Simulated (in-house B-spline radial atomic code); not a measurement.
Ionising the potassium ion K⁶⁺ with different functionals

Computed with an all-electron radial atomic-structure program (B-spline basis): four-component Dirac-Coulomb Hamiltonian, Fermi nucleus of rms radius 3.4349 fm, spin-restricted, spherical fractional occupations for the functionals. The ionisation energy is the difference of two self-consistent energies, [Ne] 3s2 3p1 → [Ne] 3s2, without Breit or QED terms; ε is the level of the shell that loses the electron (mean over j). The electron is taken from both j subshells in proportion to 2j + 1, so the result is a j average, not the step between ground levels.

Hybrids are left out here: with spherical fractional occupations of an open shell their exact exchange keeps a self-interaction that integer-occupation calculations don't have.

| method | rung | ΔSCF (eV) | -ε(3p) (eV) |
| --- | --- | --- | --- |
| LDA VWN5 | LDA | 117.34 | 107.75 |
| relativistic LDA | LDA | 117.33 | 107.74 |
| LDA PW92 | LDA | 117.34 | 107.75 |
| LDA exchange-only | LDA | 115.63 | 106.03 |
| PBE | GGA | 117.07 | 107.54 |
| PBEsol | GGA | 117.01 | 107.49 |
| BLYP | GGA | 117.12 | 107.53 |
| RPBE | GGA | 116.95 | 107.46 |
| PW91 | GGA | 117.24 | 107.69 |
| BP86 | GGA | 117.23 | 107.69 |
| AM05 | GGA | 117.01 | 107.48 |
| OLYP | GGA | 116.97 | 107.55 |

**Question.** How do they compare with the NIST value?

**Answer.** NIST lists 117.6 eV ± 0.11 (measured, ground level to ground level). Errors run from -1.93 to -0.22 eV; LDA VWN5 is closest (-0.22 eV), though others lie within the uncertainty of it, and part of that can be cancellation, since the calculations leave out Breit-QED terms, spin polarisation, the choice among j levels, multiplet and fine-structure energies.
